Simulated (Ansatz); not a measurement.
**Multireference treatment of ZnF₂, singlet**

Computed with Ansatz's Gaussian-basis code (development build). Basis def2-SVP, nonrelativistic, 11 orbitals frozen in the corrections. State-specific CASSCF; RHF is the lowest restricted (open-shell) Hartree–Fock solution met. The basis is small, far from the limit. Solutions may break the symmetry of the shape. Lower solutions, or ones in other orbitals, may exist.

Geometry:

| atom | x (Å) | y (Å) | z (Å) |
| --- | --- | --- | --- |
| F | 0.0000 | 0.0000 | 1.7420 |
| Zn | 0.0000 | 0.0000 | 0.0000 |
| F | 0.0000 | 0.0000 | -1.7420 |

**Question.** What do CASSCF and its corrections give against RHF in CAS(4,4), and what are the occupations?

**Answer.** CASSCF -1.381 eV, SC-NEVPT2 -18.009 eV; occupations 1.99, 1.98, 0.02, 0.01.
